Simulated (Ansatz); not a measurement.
Ansatz (a program for electronic structure) input file for InBr2, SMILES [Br][In][Br], multiplicity 2, CAM-B3LYP/def2-SVPD. The structure is a stationary point at B3LYP-D3(BJ)/def2-SVP. The spin state was assumed, not searched. The isomer is the one that the SMILES or the coordinates give; other isomers of the formula were not compared. The def2 effective core potentials stand for the cores of In; spin–orbit coupling is left out.

Ansatz 0.2 input:
```yaml
crystal:
  periodic: [false, false, false]
  atoms:
    - {symbol: In, position_ang: [0.00000000, 0.00000000, 0.74421506]}
    - {symbol: Br, position_ang: [0.00000000, 2.22906164, -0.52095055]}
    - {symbol: Br, position_ang: [0.00000000, -2.22906164, -0.52095055]}
basis:
  gaussian:
    orbitals: def2-SVPD
hamiltonian:
  xc: {name: CAM-B3LYP}
magnetization: {spin_polarized: true, initial_magnetization: 1}
```

Log of the run:

```
WARN ansatz: RAYON_NUM_THREADS=1 ignored (pool sized by the plan → 1); use --threads N
Functional definition: CAM-B3LYP
integrals: 0.08 GiB planned
1212 factors; integrals over basis functions are off by at most 2.4e-4 eV
integrals: 0.15 GiB planned
358 factors; integrals over basis functions are off by at most 2.1e-5 eV
mean field: 1.60 GiB planned
mean field evaluation 1: about -145257.0003 eV, gradient 1.2e1 eV
mean field evaluation 2: about -145257.2247 eV, gradient 1.3e1 eV
mean field evaluation 4: about -145258.3127 eV, gradient 3.8e-1 eV
mean field evaluation 8: about -145258.3372 eV, gradient 6.2e-2 eV
mean field evaluation 16: about -145258.3373 eV, gradient 2.9e-4 eV
mean field -145258.33732220 eV, -5338.1454369535 hartree, gradient 2.0e-5 eV, S^2 0.757378; 0 other end points of the search recorded, 0 dependent functions left out
reference -145258.33743197 eV, -5338.1454409874 hartree; 46, 45 occupied and 68, 69 virtual orbitals, 1212 factors
Total energy: -145258.33743197 eV, -5338.1454409874 hartree
```

Self-consistency was reached.

Cost: very roughly 7 core-seconds.
